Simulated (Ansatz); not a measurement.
A structure relaxed at r2SCAN-D4/def2-SVP in Ansatz, charge 0, singlet:

```xyz
12

Sn   -1.515   -0.914    0.387
Sn    1.514    0.540    0.247
O     1.390    0.962   -1.731
O     2.697    0.766    1.650
O    -1.975   -1.437    2.095
O     0.077    0.511   -2.135
O     0.584   -1.380    0.093
O    -0.554    1.040    0.571
H    -2.045   -0.845   -1.220
H     0.905   -1.985    0.784
H    -0.693    1.376    1.475
H    -0.385    1.365   -2.216
```

(1) Give its formula.

(2) Summarise the bond lengths by kind (pairs closer than 1.2 times the sum of covalent radii, bridged metal pairs left out).

Results:

(1) Sn₂O₆H₄.

(2) 7 × O–Sn 1.84 to 2.19 Å; 1 × O–O 1.45 Å; 3 × H–O 0.97 Å; 1 × H–Sn 1.69 Å.

In the def2 sets Sn takes a core potential; there is no spin–orbit coupling. The structure holds one bond between oxygen atoms, so isomers without such links may lie far lower. Another isomer (singlet) lies 1.81 eV lower at PBE0-D4/def2-TZVP; other spin states weren't run for this one.
